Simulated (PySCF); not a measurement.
Simulated C 1s region for `C1CP(CCO1)[SiH2]C`, binding energy against the vacuum level.

Every computed line was given a Gaussian of 0.7 eV full width at half maximum and an area set by the number of equivalent atoms; the highest printed point is 100. Computed with delta-SCF UKS SCAN, pcX-2 on the ionised atom, pcseg-1 elsewhere, spin-free X2C (PySCF).

(binding energy (eV), intensity): (289.2, 0), (289.3, 0), (289.4, 1), (289.5, 3), (289.6, 8), (289.7, 15), (289.8, 28), (289.9, 45), (290.0, 65), (290.1, 83), (290.2, 97), (290.3, 100), (290.4, 93), (290.5, 77), (290.6, 57), (290.7, 38), (290.8, 22), (290.9, 12), (291.0, 6), (291.1, 4), (291.2, 4), (291.3, 7), (291.4, 13), (291.5, 22), (291.6, 35), (291.7, 48), (291.8, 60), (291.9, 67), (292.0, 66), (292.1, 58), (292.2, 46), (292.3, 33), (292.4, 21), (292.5, 12), (292.6, 6), (292.7, 3), (292.8, 1), (292.9, 0)

Count the maxima, the lines and the sites behind this envelope.

The curve has 2 maxima (at 290.3 and 291.9 eV). Under it lie 3 lines from 3 inequivalent carbon sites. At this width some lines have no maximum of their own.

Decompose the envelope and assign each component. Numbering: `[CH3:1][SiH2:2][P:3]1[CH2:4][CH2:5][O:6][CH2:7][CH2:8]1`.

| position (eV) | relative area | line | atoms | environment |
| --- | --- | --- | --- | --- |
| 290.23 | 1 | C 1s | C1 | Si-methyl carbon |
| 290.31 | 2 | C 1s | C4/C8 | sp3 carbon bound to phosphorus |
| 291.94 | 2 | C 1s | C5/C7 | sp3 carbon bound to oxygen |

Lowest listed C 1s: C1, bonded to 3 H and Si. Highest, 1.71 eV above it: C5/C7, bonded to O, C and 2 H. The widest gap between neighbouring values is 1.63 eV, between 290.31 and 291.94 eV. Summing the Pauling electronegativity differences to the bonded atoms, each weighted by its formal bond order, gives -1.70 for the lowest site and +0.19 for the highest; no listed site has a larger sum than the highest.

Shake-up satellites, vibrational structure and lifetime widths aren't simulated. Topologically equivalent atoms share the value of their first member; where this conformer doesn't relate them by symmetry, their own values could differ. The structure is a single PBE0-D3(BJ)/def2-SVP conformer in the gas phase; no vibrational or solvent corrections.
